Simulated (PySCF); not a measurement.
F₂H₄SSi₂. Atoms are numbered in the order given.

```xyz
9

Si     2.0218     0.0871    -0.0759
S      0.2419     0.1163    -1.3442
Si    -1.2068    -0.2310     0.1703
F     -0.5056    -1.0619     1.3897
F     -1.7384     1.1555     0.8355
H      1.8258     0.9539     1.1320
H      2.3679    -1.3124     0.3337
H      3.0996     0.6499    -0.9531
H     -2.3788    -0.9809    -0.3546
```

Coordinates come from a PBE-D3(BJ)/def2-SVP optimisation. This is a generated structure with no PubChem entry under its InChIKey; it may be hypothetical. Other conformers were not sampled.

Method: PBE-D3(BJ)/def2-SVP in PySCF 2.14.0.

Frequencies are harmonic and unscaled.

Computed normal modes with their intensities:
| mode | ν (cm⁻¹) | IR (km/mol) | moving atoms (share of kinetic energy) |
|---|---|---|---|
| 1 | 27 | 1.1 | F 52 %, Si 21 %, S 18 %, H 9 % |
| 2 | 111 | 2.4 | Si 45 %, F 35 %, H 11 %, S 8 % |
| 3 | 143 | 0.2 | H 94 % |
| 4 | 208 | 2.3 | F 59 %, S 20 %, Si 18 % |
| 5 | 270 | 15.0 | F 64 %, S 21 %, Si 11 % |
| 6 | 342 | 17.1 | F 48 %, Si 42 % |
| 7 | 470 | 20.9 | Si 47 %, S 43 %, H 8 % |
| 8 | 519 | 130.6 | Si 45 %, S 44 % |
| 9 | 602 | 14.1 | H 89 %, Si 8 % |
| 10 | 615 | 5.2 | H 84 %, Si 8 % |
| 11 | 766 | 82.1 | H 81 %, F 14 % |
| 12 | 804 | 70.9 | H 86 %, F 12 % |
| 13 | 837 | 175.9 | F 45 %, Si 32 %, H 22 % |
| 14 | 896 | 93.9 | H 89 % |
| 15 | 905 | 78.1 | H 92 % |
| 16 | 914 | 128.5 | H 85 %, Si 10 % |
| 17 | 931 | 169.7 | Si 47 %, F 42 %, H 11 % |
| 18 | 2181 | 51.3 | H 99 % |
| 19 | 2199 | 76.0 | H 96 % |
| 20 | 2201 | 72.3 | H 96 % |
| 21 | 2254 | 97.9 | H 97 % |
